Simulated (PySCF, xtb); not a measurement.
germylmethylsilane (CH8GeSi), SMILES [SiH3][CH2][GeH3].

Harmonic wavenumbers (cm⁻¹) from GFN2-xTB (xtb) at its own minimum, in rising order: 101, 121, 143, 443, 474, 489, 501, 643, 717, 759, 772, 782, 786, 818, 867, 868, 1005, 1108, 1436, 1961, 2044, 2066, 2239, 2247, 2248, 2961, 2970.

Question: What does B3LYP-D3(BJ)/def2-SVP (PySCF) give at its own minimum? (The exact figures need the calculation; the answer reports its results.)

Answer: 78, 136, 149, 452, 485, 533, 542, 712, 747, 802, 844, 890, 892, 945, 956, 959, 1025, 1076, 1387, 2122, 2128, 2129, 2212, 2218, 2219, 3048, 3108. Paired by order, the mean absolute difference is 59 cm⁻¹ and the zero-point energies are 45.1 and 46.9 kcal/mol.
